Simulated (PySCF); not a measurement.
Compound: fac-MoCl3(H2O)3 (quartet state).
Cartesian coordinates in Å at the PBE0-D3(BJ)/def2-SVP level; atoms count from 1:
```xyz
13
Cl3H6MoO3 angstrom
Mo     0.2284    0.2228    0.2221
Cl    -0.0944   -0.0336    2.5771
O      0.3582    0.2720   -1.9990
H      1.3125    0.1112   -2.1259
H      0.2413    1.2255   -2.1676
Cl     2.5756   -0.1217   -0.0562
O     -1.9909    0.3739    0.3096
H     -2.1043    1.3308    0.1558
H     -2.1445    0.2544    1.2653
Cl    -0.0383    2.5717   -0.1298
O      0.2931   -1.9982    0.3785
H      0.1470   -2.1014    1.3382
H      1.2470   -2.1595    0.2541
```

Computed with PBE0-D3(BJ)/def2-SVP geometry optimisation, gas phase, def2 core potentials past Kr in PySCF 2.14.0.

Question: Which atoms are bound to Mo1, and at what distances?

Answer: 6 atoms: O3 2.225 Å, O7 2.226 Å, O11 2.227 Å, Cl6 2.389 Å, Cl10 2.390 Å, Cl2 2.391 Å. The nearest atom not counted as bound is H12, at 2.58 Å (others tie with it).

Question: List the angles at Mo1.

Answer: 
| angle | degrees | distance of the outer atoms (Å) |
| --- | --- | --- |
| Cl6–Mo1–O7 | 173.7 | 4.61 |
| Cl10–Mo1–O11 | 173.5 | 4.61 |
| Cl2–Mo1–O3 | 173.4 | 4.61 |
| Cl2–Mo1–Cl10 | 103.6 | 3.76 |
| Cl6–Mo1–Cl10 | 103.5 | 3.75 |
| Cl2–Mo1–Cl6 | 103.4 | 3.75 |
| O3–Mo1–O7 | 95.5 | 3.30 |
| O7–Mo1–O11 | 95.4 | 3.29 |
| O3–Mo1–O11 | 95.2 | 3.29 |
| O3–Mo1–Cl10 | 80.7 | 2.99 |
| Cl6–Mo1–O11 | 80.6 | 2.99 |
| Cl2–Mo1–O7 | 80.4 | 2.98 |
| O3–Mo1–Cl6 | 80.2 | 2.97 |
| Cl2–Mo1–O11 | 80.1 | 2.97 |
| O7–Mo1–Cl10 | 80.1 | 2.97 |

Question: What is the shape at Mo1?

Answer: Distorted octahedral: the three widest angles are 173.7°, 173.5° and 173.4°, the others run from 80.1° to 103.6°. Differences among atoms that C3v makes equivalent are scatter left by the optimiser.

Question: What are the other bond lengths?

Answer: O3–H4 and 5 like bonds 0.976 Å.

Question: What are the rotational constants (commonest isotopes, rigid rotor)?

Answer: A = 976.2, B = 975.5, C = 718.7 MHz: an oblate symmetric top.

Point group: C3v (every atom within 0.08 Å of its image). Charge 0, quartet. ⟨S²⟩ = 3.764 (exact for a quartet: 3.75). Whether it is a minimum is left open (no frequencies).
